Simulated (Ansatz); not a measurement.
## Errors in the atomisation enthalpy at 298 K

6 molecules holding Si, Ge, B, Al, Ga, P or As; the atomisation enthalpy at 298 K in kJ/mol, computed less measured. Shapes, held fixed at every level: PBE0-D4/def2-TZVP. Thermal terms are harmonic and unscaled (PBE0-D4/def2-TZVP); the spin-orbit lowering of the free atoms is taken from their spectra. Programs: Ansatz 0.2.0. Measured values: CRC Handbook of Chemistry and Physics, NIST-JANAF tables.

Levels: A = SPW92/def2-TZVPP; B = wB97M-V/def2-TZVPP; C = B2PLYP/def2-TZVPP.

```json
{"molecule": "BBr2F (dibromofluoroborane)", "from tabulated heats": "1388", "A": "+260", "B": "-9", "C": "-23"}
{"molecule": "BBrCl2 (bromodichloroborane)", "from tabulated heats": "1262", "A": "+241", "B": "+12", "C": "-21"}
{"molecule": "BBrF2 (SMILES FB(F)Br)", "from tabulated heats": "1661", "A": "+297", "B": "0", "C": "-14"}
{"molecule": "BClF2 (chlorodifluoroborane)", "from tabulated heats": "1736", "A": "+303", "B": "+12", "C": "-11"}
{"molecule": "GeH4 (germane)", "from tabulated heats": "1153", "A": "+142", "B": "+11", "C": "+5"}
{"molecule": "SiH3I (SMILES [SiH3]I)", "from tabulated heats": "1213", "A": "+131", "B": "-1", "C": "-16"}
```

Question: Which level does best on this set, which worst, and which err to one side?

Answer: 
```
             level                    kind  mean error  mean absolute error  worst case
  SPW92/def2-TZVPP                     LDA      +229.0                229.0       BClF2
wB97M-V/def2-TZVPP  range-separated hybrid        +4.2                  7.5      BBrCl2
 B2PLYP/def2-TZVPP           double hybrid       -13.3                 15.0       BBr2F
```

On this set wB97M-V/def2-TZVPP has the smallest mean absolute error and SPW92/def2-TZVPP the largest. SPW92/def2-TZVPP is too high in 6 of 6; B2PLYP/def2-TZVPP is too low in 5 of 6. The molecules' own spin-orbit lowering is left out, so errors for iodides read a little too negative. Heats of the atoms come from ATcT where it has them, that of boron, 570 kJ/mol, from recent work. With so many references in doubt the order of the levels isn't settled. The tabulated values of BBr2F, BBrCl2, BBrF2, BClF2, SiH3I are in doubt (older tables, estimates, or at odds with other calculations) and kept here. For SPW92/def2-TZVPP the error tends to grow with the atomisation enthalpy. For atoms past krypton def2 sets carry core potentials with scalar relativity. Relativity is left out for Br, Ge. Outer-core shells of Br, Ge, I are correlated, in sets that cover them unevenly. The set is small.
